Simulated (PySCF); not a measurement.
C₄H₅F. Atoms are numbered in the order given.

```xyz
10

C     -2.1883    -0.8056    -0.2345
C     -1.2732     0.3442     0.0523
C      0.0197     0.2595     0.2531
C      1.3017     0.1648     0.4977
F      2.2413     0.2390    -0.4521
H     -1.6462    -1.7603    -0.2534
H     -2.6882    -0.6658    -1.2068
H     -2.9835    -0.8655     0.5265
H     -1.7349     1.3420     0.0920
H      1.7220     0.0207     1.4986
```
Charge 0, spin multiplicity 1.

Geometry optimised at PBE0-D3(BJ)/def2-SVP.

All values below come from PySCF with PBE/def2-TZVP.

Computed frontier levels, gap, dipole moment and polarisability:
```yaml
highest_occupied_level: -6.02 eV
lowest_empty_level: -1.35 eV
orbital_gap: 4.67 eV
dipole_moment: 0.406 e·Å
quadrupole, principal values (traceless, Buckingham form, about the centre of nuclear charge): -3.75, -0.63, 4.38 D·Å
mean_static_polarisability: 53.3 bohr³ (7.91 Å³)
polarisability_principal_values: 37.3, 39.1, 83.6 bohr³
```
